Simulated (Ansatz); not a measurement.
`F[SiH2][GeH2][SiH3]` + `BO[SiH2]S` → `BO[SiH2]S[SiH3]` + `F[SiH2][GeH3]`  (cleavage of the Si–Ge bond)

Calculated with Ansatz (gas phase, PBE0-D4/def2-TZVP geometries, no zero-point term in ΔE). CBS: MP2 limit from def2 TZ/QZ plus the TZ coupled-cluster correction, frozen cores. Functionals use def2-TZVPP. B3LYP here is the variant with VWN-RPA as its local correlation; programs differ in this. For Ge outer-core shells are correlated without core-valence functions, which leaves a few kJ/mol of doubt a bond. Scalar relativity is left out up to krypton. Each species was taken in one conformer, which may not be the lowest.

(1) Is it downhill or uphill in electronic energy at CCSD(T)/CBS, and by how much? (An estimate is asked.)

(2) What do these levels give: PBE-D4, PBE0-D4, ωB97X-V, ωB97M-V, r2SCAN, B3LYP, HF/def2-TZVPP, SCS-MP2/def2-TZVPP, CCSD/def2-TZVPP, HF/def2-QZVPP, HF/CBS(def2), CCSD/CBS(def2)? (An estimate is asked.)

Largest T1 diagnostic among the species: 0.013.

## Answers

(1) The calculation gave: Downhill: ΔE = -9.3 kcal/mol.

(2) Computed: PBE-D4 -8.0, PBE0-D4 -8.6, ωB97X-V -9.5, ωB97M-V -9.9, r2SCAN -9.1, B3LYP -7.6, HF/def2-TZVPP -9.9, SCS-MP2/def2-TZVPP -10.0, CCSD/def2-TZVPP -8.5, HF/def2-QZVPP -10.2, HF/CBS(def2) -10.2, CCSD/CBS(def2) -9.1 kcal/mol.

The D4 term adds −1.5 kcal/mol with B3LYP and −0.8 kcal/mol with PBE0; it sums over pairs of atoms, weighted by their polarisabilities, and B3LYP, whose exchange is more repulsive, gets the larger term. From PBE to PBE0 (25 % exact exchange), in def2-TZVPP and without D4, ΔE moves by −0.8 kcal/mol.
